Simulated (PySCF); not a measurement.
Unknown compound

An unknown has the formula C6H10OSi. Its calculated NMR data are:

$^{1}$H NMR (600 MHz, computed): δ 7.33 (d, 1H), 5.10 (m, 1H), 4.96 (m, 1H), 4.90 (m, 2H), 2.22 (q, 2H), 1.21 (t, 3H).

$^{13}$C{$^{1}$H} NMR (computed): δ 176.0 (C), 161.5 (CH), 97.6 (CH), 93.0 (CH), 38.6 (CH2), 16.8 (CH3).

All values are calculated (PySCF): shielding tensors at PBE0/pcSseg-1 (GIAO), geometry: GFN2-xTB. Non-relativistic, a single conformation, equivalent nuclei averaged, isolated molecule.

Chemical shifts δ = σref − σ; $^{1}$H (σref 31.72), $^{13}$C (σref 186.93) against TMS, all at this level.

Task: Which candidate is it?
A. C(=C1CC1)[SiH]1COC1
B. CCC1=C[SiH2]C=CO1
C. C=C/C=C\C(=C)O[SiH3]
D. C=C/C=C/C(=C)O[SiH3]

Result: B. 

Rings plus π bonds: 3 (1 ring in the answer). 6 carbon signals for 6 carbons: no two carbons are equivalent. Carbon types of the structure: 1 × C, 3 × CH, 1 × CH2, 1 × CH3, leaving 2 H on heteroatoms. δC 176.0, 161.5: alkene carbon bearing oxygen; an sp2 carbon further deshielded by the attached heteroatom. δC 97.6, 93.0: β carbon of an enol-ether or enamine type C=C; the O or N lone pair pushes π density onto this β carbon and shields it. δC 16.8: methyl carbon; saturated and bonded to C and H only. δH 7.33: hydrogen on an alkene carbon bearing oxygen; attached to an sp2 carbon and in the plane of the double bond. δH 5.10, 4.96: hydrogen on a β carbon of an enol-ether or enamine type C=C.

The others: C=C/C=C/C(=C)O[SiH3] would give 8 signals for carbon-bound and other non-exchanging H, not 6; C=C/C=C\C(=C)O[SiH3] would give 8 signals for carbon-bound and other non-exchanging H, not 6; C(=C1CC1)[SiH]1COC1 would give 5 carbon signals, not 6.

Shifts are as computed. Against solution values, carbons near 30 ppm lie about +3 ppm off and those near 130 ppm about +5 ppm. Of 1309 compounds with measured shifts, 239 miss one by over three times the rms of a fit or turn the order of signals round; such compounds aren't used in these exercises. No couplings were computed; multiplicities are counted from neighbouring protons, with m where these are inequivalent, close in shift, in a saturated or five-membered ring or joined by F or P, and br s for small geminal =CH2 splittings.
